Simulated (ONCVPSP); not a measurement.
**Before and after: ONCV potential for gold**

ONCVPSP 4.0.1 input, shortened (lines: element, Z, core and valence counts, functional; n l f; lmax; l rc ep ncon nbas qcut; lloc lpopt rc5 dvloc0; l nproj debl; icmod fcfact rcfact), LDA (Perdew-Wang 92), scalar-relativistic:

```
  Au 79.00   10    4  -001012      upf
    1    0    2.00
    2    0    2.00
    2    1    6.00
    3    0    2.00
    3    1    6.00
    3    2   10.00
    4    0    2.00
    4    1    6.00
    4    2   10.00
    4    3   14.00
    5    0    2.00
    5    1    6.00
    5    2   10.00
    6    0    1.00
    3
    0    1.25    0.00    4    7    7.60
    1    1.10    0.00    4    8    6.10
    2    2.15    0.00    4    8    8.80
    3    1.80    0.14    5    9    7.00
    4    5    0.85    4.00
    0    2    0.80
    1    2    3.00
    2    2    3.00
    3    2    2.90
    0    0.00    0.00
```

All-electron outer shells of the reference configuration (LDA (PZ), scalar-relativistic, ld1.x):

```json
{"shell": "5s", "level (eV)": "-108.78", "outermost node (bohr)": "0.48", "outermost maximum (bohr)": "0.84"}
{"shell": "4f", "level (eV)": "-81.59", "outermost node (bohr)": "–", "outermost maximum (bohr)": "0.37"}
{"shell": "5p", "level (eV)": "-60.06", "outermost node (bohr)": "0.52", "outermost maximum (bohr)": "0.96"}
{"shell": "5d", "level (eV)": "-7.12", "outermost node (bohr)": "0.56", "outermost maximum (bohr)": "1.21"}
{"shell": "6s", "level (eV)": "-6.09", "outermost node (bohr)": "1.11", "outermost maximum (bohr)": "2.32"}
```

Change: all radii scaled by about 1.33 (s 1.66, p 1.46, d 2.86, f 2.38 bohr); local potential polynomial inside 1.12 bohr (lpopt 5, dvloc0 4 Ha).

Cutoffs: the cutoffs (Ha) at which the residual kinetic energy of the hardest occupied pseudo-wave falls to 1 and 0.1 mHa per electron; they do not see the model core or the augmentation charge, which bear on the density cutoff. Errors are all-electron minus pseudo energies relative to the spin-unpolarised reference configuration.

Task: Predict the effect on cutoff, ghosts and configuration errors.

Result: The potential gets softer (158 Ha and 182 Ha → 20 Ha and 84 Ha); the bound ghost in s disappears; of the 4 tests that both files solve, the error grows in 2 and shrinks in 1 by more than 15 % and 0.3 meV (median size 4.2 → 3.8 meV). A larger radius leaves more room for a smooth pseudo-wave, so fewer plane waves are needed.

```tsv
quantity	base	changed
cutoff, loose	158 Ha	20 Ha
cutoff, tight	182 Ha	84 Ha
loose cutoff by channel	s 36 Ha, p 158 Ha, d 21 Ha	s 20 Ha, p 15 Ha, d 17 Ha
bound ghosts	s	none
GHOST(+) flags under 300 eV	none	s at 205.7 eV
error for 5s2 5p6 5d10 6s0, meV [ΔE 9.77 eV]	-2.7	-3.1
error for 5s2 5p6 5d9 6s0, meV [ΔE 31.27 eV]	-5.6	-4.6
error for 5s2 5p6 5d8 6s0, meV [ΔE 65.44 eV]	-13	+32
error for 5s2 5p6 5d10 6s0 6p1, meV [ΔE 5.40 eV]	-1.0	-2.0
```

 A true bound ghost makes a file unfit for plane-wave use even where its test errors are small: the radial tests pick states by their node count and pass the ghost by.
